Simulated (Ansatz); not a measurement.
Geometry optimisation, RKS PBE0/def2-SVP in Ansatz.

The input (input.yaml):

```yaml
crystal:
  periodic: [false, false, false]
  atoms:
    - { symbol: Si, position_ang: [-0.64069, 1.25237, -1.00422] }
    - { symbol: C, position_ang: [0.36233, 0.38674, 0.11871] }
    - { symbol: C, position_ang: [0.54629, -0.78638, 0.74537] }
    - { symbol: Cl, position_ang: [-0.39277, -2.17675, 0.63667] }
    - { symbol: H, position_ang: [-1.2773, 2.19402, -1.90684] }
    - { symbol: H, position_ang: [1.40214, -0.87, 1.4103] }
total_charge: 1
basis:
  gaussian: { orbitals: def2-SVP }
hamiltonian:
  xc: pbe0
relax:
  f_tol: 0.02
  max_steps: 50
```

Command:

```bash
$ ansatz run input.yaml --threads 1 --pin off --max-ram 2048MiB --backend cpu --events-out ev --progress --plain --runs-dir out
```

Problem. Where does it end, and by what steps?

Solution. It converged. Limits of this set-up: the dipole of an ion depends on the origin. After 12 steps the energy has fallen by 0.585 eV; H5 moved furthest, 0.76 Å.

```csv
step,energy less start (eV),largest force component (eV/Å),accepted
0,0.0000,2.514,yes
1,-0.2947,0.824,yes
2,-0.4109,1.101,yes
3,-0.2971,1.898,no
4,-0.4820,0.875,yes
5,-0.5397,0.352,yes
6,-0.5562,0.163,yes
7,-0.5784,0.331,yes
8,-0.5731,0.370,no
9,-0.5828,0.045,yes
10,-0.5849,0.046,yes
11,-0.5852,0.029,yes
12,-0.5853,0.009,yes
```

```xyz
6
Properties=species:S:1:pos:R:3
Si -1.054 0.992 -1.206
C -0.009 0.208 -0.095
C 0.480 -0.761 0.683
Cl -0.154 -2.297 0.872
H -0.655 2.398 -1.519
H 1.393 -0.540 1.264
```

Run time: 23 s on 1 thread of Intel(R) Xeon(R) 6975P-C (Granite Rapids) (shared host), peak memory 0.16 GiB.
